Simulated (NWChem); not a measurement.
System: BBr3; SMILES BrB(Br)Br

Input file for NWChem:

```
start job
memory heap 200 mb stack 900 mb global 1100 mb
geometry units angstroms
  B      0.000000     0.000000    -0.002844
  Br    -1.882973    -0.248280    -0.002836
  Br     0.726470     1.754842    -0.002836
  Br     1.156503    -1.506563    -0.002836
end
basis spherical
  * library def2-svp
end
dft
  xc xpbe96 cpbe96
  iterations 150
end
driver
  maxiter 120
end
task dft optimize
task dft freq
```

Output (shortened):

```
             Northwest Computational Chemistry Package (NWChem) 7.3.0
             --------------------------------------------------------

 D3H symmetry detected

                             Geometry "geometry" -> ""
                             -------------------------

 Output coordinates in angstroms (scale by  1.889725989 to convert to a.u.)

  No.       Tag          Charge          X              Y              Z
 ---- ---------------- ---------- -------------- -------------- --------------
    1 B                    5.0000     0.00000000     0.00000000     0.00000000
    2 Br                  35.0000    -1.83455484     0.49156749     0.00000000
    3 Br                  35.0000     1.34298736     1.34298736     0.00000000
    4 Br                  35.0000     0.49156749    -1.83455484     0.00000000

 Effective nuclear repulsion energy (a.u.)     737.4442146094

      Symmetry information
      --------------------

 Group name             D3h
 Group number             27
 Group order              12
 No. of unique centers     2

                                Z-matrix (autoz)
                                --------

 Units are Angstrom for bonds and degrees for angles

      Type          Name      I     J     K     L     M      Value
      ----------- --------  ----- ----- ----- ----- ----- ----------
    1 Stretch                  1     2                       1.89927
    2 Stretch                  1     3                       1.89927
    3 Stretch                  1     4                       1.89927
    4 Bend                     2     1     3               120.00000
    5 Bend                     2     1     4               120.00000
    6 Bend                     3     1     4               120.00000
    7 Torsion                  2     1     3     4         180.00000
    8 Torsion                  2     1     4     3         180.00000
    9 Torsion                  3     1     2     4         180.00000
   10 Torsion                  2     4     1     3         180.00000
   11 Torsion                  3     2     1     4         180.00000
   12 Torsion                  2     3     1     4         180.00000

  pbe96 is a nonlocal functional; adding pw91lda local functional.

                           NWChem Geometry Optimization
                           ----------------------------

[...]

      ----------------------
      Optimization converged
      ----------------------

  Step       Energy      Delta E   Gmax     Grms     Xrms     Xmax
  ---- ---------------- -------- -------- -------- -------- --------
@    2   -7745.27419834 -2.8D-08  0.00002  0.00001  0.00020  0.00038
                                     ok       ok       ok       ok

                                Z-matrix (autoz)
                                --------

 Units are Angstrom for bonds and degrees for angles

      Type          Name      I     J     K     L     M      Value     Gradient
      ----------- --------  ----- ----- ----- ----- ----- ---------- ----------
    1 Stretch                  1     2                       1.91228   -0.00002
    2 Stretch                  1     3                       1.91228   -0.00002
    3 Stretch                  1     4                       1.91228   -0.00002
    4 Bend                     2     1     3               120.00000    0.00000
    5 Bend                     2     1     4               120.00000    0.00000
    6 Bend                     3     1     4               120.00000   -0.00000
    7 Torsion                  2     1     3     4         180.00000    0.00000
    8 Torsion                  2     1     4     3         180.00000   -0.00000
    9 Torsion                  3     1     2     4         180.00000   -0.00000
   10 Torsion                  2     4     1     3         180.00000    0.00000
   11 Torsion                  3     2     1     4         180.00000    0.00000
   12 Torsion                  2     3     1     4         180.00000   -0.00000

                         Geometry "geometry" -> "geometry"
                         ---------------------------------

[...]

 Rotational Constants
 --------------------
 A=   0.038457 cm-1  (  0.055329 K)
 B=   0.038457 cm-1  (  0.055329 K)
 C=   0.019228 cm-1  (  0.027665 K)

 Temperature                      =   298.15K
 frequency scaling parameter      =   1.0000

 Zero-Point correction to Energy  =    3.668 kcal/mol  (  0.005846 au)
 Thermal correction to Energy     =    6.847 kcal/mol  (  0.010912 au)
 Thermal correction to Enthalpy   =    7.439 kcal/mol  (  0.011856 au)

 Total Entropy                    =   77.722 cal/mol-K
   - Translational                =   42.439 cal/mol-K (mol. weight = 250.7588)
   - Rotational                   =   26.846 cal/mol-K (symmetry #  =        6)
   - Vibrational                  =    8.437 cal/mol-K

 Cv (constant volume heat capacity) =   14.276 cal/mol-K
   - Translational                  =    2.979 cal/mol-K
   - Rotational                     =    2.979 cal/mol-K
   - Vibrational                    =    8.317 cal/mol-K

[normal modes left out]

 ----------------------------------------------------------------------------
 Normal Eigenvalue ||           Projected Infra Red Intensities
  Mode   [cm**-1]  || [atomic units] [(debye/angs)**2] [(KM/mol)] [arbitrary]
 ------ ---------- || -------------- ----------------- ---------- -----------
    1       -0.000 ||    0.000000           0.000         0.000       0.000
    2       -0.000 ||    0.000000           0.000         0.000       0.000
    3       -0.000 ||    0.000000           0.000         0.000       0.000
    4        0.000 ||    0.000000           0.000         0.000       0.000
    5        0.000 ||    0.000000           0.000         0.000       0.000
    6        0.000 ||    0.000000           0.000         0.000       0.000
    7      147.497 ||    0.000050           0.001         0.049       0.011
    8      147.505 ||    0.000051           0.001         0.049       0.011
    9      275.714 ||    0.000000           0.000         0.000       0.000
   10      370.428 ||    0.000113           0.003         0.111       0.025
   11      813.111 ||    0.276942           6.389       269.977      59.977
   12      813.113 ||    0.276941           6.389       269.975      59.977
 ----------------------------------------------------------------------------
```

Level: PBE/def2-SVP. This build's default masses of Se (78.918 u) and Br (79.917 u) are each other's, which moves their modes by up to 0.6 %.
